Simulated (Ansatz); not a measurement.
`[CH3][SnH]([OH])[F]` + `C#[C][InH2]` → `C#[C][SnH]([CH3])[F]` + `[OH][InH2]` at 500 K and 1 bar (redistribution).

Isolated molecules relaxed with PBE0-D4/def2-TZVP in Ansatz; ΔE leaves out vibrations. CBS: MP2 limit from def2 TZ/QZ plus the TZ coupled-cluster correction, frozen cores. def2 core potentials past Kr. For In, Sn outer-core shells are correlated without core-valence functions, which leaves a few kJ/mol of doubt a bond. One conformer a species, not always the lowest.

```csv
species,CCSD(T)/CBS energy (Eh),H − E (kJ/mol),S (J/(mol·K))
`[CH3][SnH]([OH])[F]`,-430.11060,197.9,421.3
`C#[C][InH2]`,-267.62648,111.4,340.8
`C#[C][SnH]([CH3])[F]`,-430.95503,217.4,445.2
`[OH][InH2]`,-266.78179,92.5,311.9
```

H − E and S are ideal-gas, rigid-rotor, harmonic terms from PBE0-D4/def2-TZVP, for one conformer and one mirror image of each species. 1 Eh = 2625.50 kJ/mol, R = 8.31446 J/(mol·K).

Question: By hand: ΔE, ΔH, ΔS and ΔG.

Answer: ΔE = (-430.95503) + (-266.78179) − (-430.11060) − (-267.62648) = 0.00026 Eh = 0.7 kJ/mol. Δ(H − E) = 217.4 + 92.5 − 197.9 − 111.4 = 0.6, so ΔH = 1.3 kJ/mol. ΔS = 445.2 + 311.9 − 421.3 − 340.8 = -5.0 J/(mol·K). ΔG = 1.3 − 500 × (-5.0)/1000 = 3.8 kJ/mol.

Question: By hand: the equilibrium constant, and the temperature at which ΔG would vanish if ΔH and ΔS stayed fixed.

Answer: log₁₀ K = −ΔG/(RT ln 10) = -0.4. ΔH and −TΔS have one sign here, so there is no such temperature. One of them is within its doubt of zero, so this could turn.

TΔS isn't small against ΔH here. The sign of ΔG lies within the doubt. A doubt of 5 kJ/mol in ΔE shifts log₁₀ K by 0.5 here. Other conformers and mirror images would add mixing entropy, several J/(mol·K) or more a flexible species. Modes under 60 cm⁻¹, often nearly free rotors, make the harmonic entropy too high. These are equilibria of isolated gas molecules and say nothing of rates. Largest T1 diagnostic: 0.017 (customary marks: 0.02 for closed shells, 0.045 for open ones).
